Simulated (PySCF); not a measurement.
ethoxycyclopropane (C5H10O), SMILES CCOC1CC1.

The structure is a stationary point at r2SCAN-D4/def2-SVP. The values are those of a single conformer.

Two levels are set side by side: PBE/def2-TZVP (PySCF) and M06-2X/def2-TZVP (PySCF). Same geometry, gas phase. Differences are taken from unrounded values.

```
quantity                     M06-2X
---------------------------  ------
orbital gap (eV)              10.61
highest occupied level (eV)   -8.59
lowest empty level (eV)        2.02
dipole moment (D)              1.14
mean polarisability (bohr³)    63.7
```

**Question.** What does PBE give, and how far is it from M06-2X? (Estimate from the structure and the level; the computed values follow.)

**Answer.** 
```json
[
 {"quantity": "orbital gap (eV)", "PBE": "6.28", "PBE minus M06-2X": "-4.33"},
 {"quantity": "highest occupied level (eV)", "PBE": "-5.69", "PBE minus M06-2X": "2.90"},
 {"quantity": "lowest empty level (eV)", "PBE": "0.59", "PBE minus M06-2X": "-1.43"},
 {"quantity": "dipole moment (D)", "PBE": "0.99", "PBE minus M06-2X": "-0.15"},
 {"quantity": "mean polarisability (bohr³)", "PBE": "67.0", "PBE minus M06-2X": "3.3"}
]
```

PBE's occupied levels lie high since its potential decays too fast outside the molecule; exact exchange lowers them and widens the gap. Loosely held outer electrons make PBE densities more polarisable. Differences between two approximate levels are no errors against the true value.

Rough cost on one machine, each run with all the roots and properties that it gave: M06-2X against PBE about 4 times.
